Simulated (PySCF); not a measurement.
# Telling isomers of C₅H₁₃NSi₃ apart by NMR

A single conformation, equivalent nuclei averaged, isolated molecule, no relativistic terms. Structure optimised with GFN2-xTB; PBE0/pcSseg-1 with gauge-including orbitals; PySCF.

Shifts are taken against calculated references (same method and geometry level): TMS for ¹H (σref 31.72) and ¹³C (σref 186.93). Where no couplings were computed, multiplicities follow the n + 1 count of equivalent neighbours, and m marks all less simple cases (inequivalent or close neighbours, rings, F or P nearby). Shifts are as computed. Against solution values, carbons near 30 ppm lie about +3 ppm off and those near 130 ppm about +5 ppm. Of 1211 compounds with measured shifts, 218 miss one by over three times the rms of a fit or turn the order of signals round; such compounds aren't used in these exercises.

(1) Tabulate the signals of `CC1=C[Si@H](N([SiH3])[SiH3])C=C1`, `C[C@@H]([SiH3])[Si@H]1C[SiH2][C@@H]1C#N` and their relative energies.

(2) What is the quickest way to tell CC1=C[Si@H](N([SiH3])[SiH3])C=C1 from C[C@@H]([SiH3])[Si@H]1C[SiH2][C@@H]1C#N?

Answers

(1) 
```tsv
SMILES	carbon types	δC	δH	E rel. (kcal/mol)
CC1=C[Si@H](N([SiH3])[SiH3])C=C1	1×C 3×CH 1×CH3	166.3, 158.1, 137.5, 127.2, 24.9	7.07 (d, 1H), 6.35 (m, 1H), 5.83 (d, 1H), 5.24 (m, 1H), 4.84 (s, 6H), 2.18 (s, 3H)	0.0
C[C@@H]([SiH3])[Si@H]1C[SiH2][C@@H]1C#N	1×C 2×CH 1×CH2 1×CH3	124.4, 13.1, 4.3, -1.9, -3.6	5.33 (m, 1H), 5.01 (m, 1H), 4.96 (m, 1H), 3.93 (d, 3H), 1.66 (m, 1H), 1.36 (d, 3H), 0.92 (m, 1H), 0.54 (m, 1H), 0.41 (m, 1H)	18.3
```

Energies are electronic energies at PBE0/pcSseg-1 on these geometries, without zero-point or thermal terms, each for the one conformer computed, which needn't be the lowest.

(2) Both give the same number of carbon signals, but DEPT or the intensities differ. The first has an alkene CH at 158.1 ppm, the second an sp3 CH bonded to 2 Si at 4.3 ppm. Their most deshielded carbons lie at 166.3 and 124.4 ppm. In the proton spectra the most deshielded non-exchanging signals are 7.07 (d, 1H) and 5.33 (m, 1H).
